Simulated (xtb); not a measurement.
C₇H₇, SMILES c1c[c]ccc1C (connectivity only; charge and spin as stated), charge +1, multiplicity 1. All values are semi-empirical tight-binding results from xtb (GFN2-xTB unless named), good for trends rather than for accurate numbers. Coordinates come from a GFN2-xTB optimisation. The spin state was assumed, not searched. The isomer is the one that the SMILES or the coordinates give; other isomers of the formula were not compared.

Optimised geometry:

Bond lengths (Å): C1–C2 1.495, C1–H8 1.089, C1–H9 1.085, C1–H10 1.088, C2–C3 1.388, C2–C7 1.391, C3–C4 1.416, C3–H11 1.081, C4–C5 1.318, C4–H12 1.076, C5–C6 1.321, C6–C7 1.413, C6–H13 1.076, C7–H14 1.081. Angles (°): C2–C1–H8 109.7, C2–C1–H9 111.5, C2–C1–H10 110.5, H8–C1–H9 108.5, H8–C1–H10 107.6, H9–C1–H10 109.0, C1–C2–C3 120.6, C1–C2–C7 120.0, C3–C2–C7 119.4, C2–C3–C4 122.0, C2–C3–H11 122.0, C4–C3–H11 116.0, C3–C4–C5 108.1, C3–C4–H12 121.9, C5–C4–H12 130.0, C4–C5–C6 140.4, C5–C6–C7 108.1, C5–C6–H13 129.7, C7–C6–H13 122.1, C2–C7–C6 122.0, C2–C7–H14 121.7, C6–C7–H14 116.3.
Charge +1, spin multiplicity 1.

A frequency run showed that this geometry is not a minimum.

| Property | Value |
|---|---|
| orbital gap | 1.63 eV |
| static polarisability (D4 model) | 72.0 bohr³ |
| solvation energy, GFN2-xTB/ALPB(water) | -52.3 kcal/mol |
| solvation energy, GFN2-xTB/ALPB(dmso) | -50.0 kcal/mol |

Computed IR lines (harmonic; lines under 4 % of the strongest left out, lines within 3 cm⁻¹ merged):
ν (cm⁻¹): 394 (w), 407 (w), 564 (w), 742 (s), 920 (w), 1013 (w), 1036 (m), 1126 (w), 1183 (w), 1211 (w), 1380 (m), 1442 (m), 1464 (w), 1766 (m), 3067 (m), 3112 (vs), 3116 (m) (against the strongest line: vs over 80 %, s over 45 %, m over 15 %, w over 4 %, vw less). 1 imaginary mode(s) remain.

Computed atomic charges and the Wiberg bond orders between heavy atoms:
charges (e) C1 -0.13, C2 0.05, C3 0.00, C4 0.01, C5 0.14, C6 0.01, C7 0.00, H8 0.11, H9 0.09, H10 0.10, H11 0.14, H12 0.17, H13 0.17, H14 0.14. Bond orders C1–C2 1.02, C2–C3 1.43, C3–C4 1.25, C4–C5 1.63, C5–C6 1.61, C2–C7 1.41, C6–C7 1.27.
